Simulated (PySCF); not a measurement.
Molecule: `InChI=1S/C5H4O2S/c6-5(7)4-2-1-3-8-4/h1-3H,(H,6,7)`.

Atom-mapped SMILES (the numbers label the heavy atoms): `[O:1]=[C:2]([OH:3])[c:4]1[cH:5][cH:6][cH:7][s:8]1`. Hydrogens are named by the atom that carries them.

Geometry PBE0-D3(BJ)/def2-SVP throughout; GIAO in PySCF 2.14.0 with density-fitted response routines, gas phase, one conformer, non-relativistic; equivalent atoms averaged; functional PBE0.

For orientation, cc-pVDZ gives these shifts δ (against H2O, TMS at the same level): O1 373.9, O3 186.6, C4 135.8, C2 154.7, C5 134.2, C6 125.5, H(C5) 7.89, H(C7) 7.26, H(C6) 6.99 ppm.

A run gave: O1 376.0, O3 191.2, C4 137.5, C2 162.3, C5 139.9, C6 130.1, H(C5) 8.22, H(C7) 7.64, H(C6) 7.22 ppm (shifts δ (against H2O, TMS at the same level)).

**Question.** Which basis set was used in that run?
A. pcSseg-1
B. cc-pVTZ
C. 6-311+G(2d,p)
D. pcSseg-0

**Answer.** C. O1 tells them apart best: 6-311+G(2d,p) gives 376.0, pcSseg-1 gives 400.2, cc-pVTZ gives 385.8, pcSseg-0 gives 436.2 ppm.
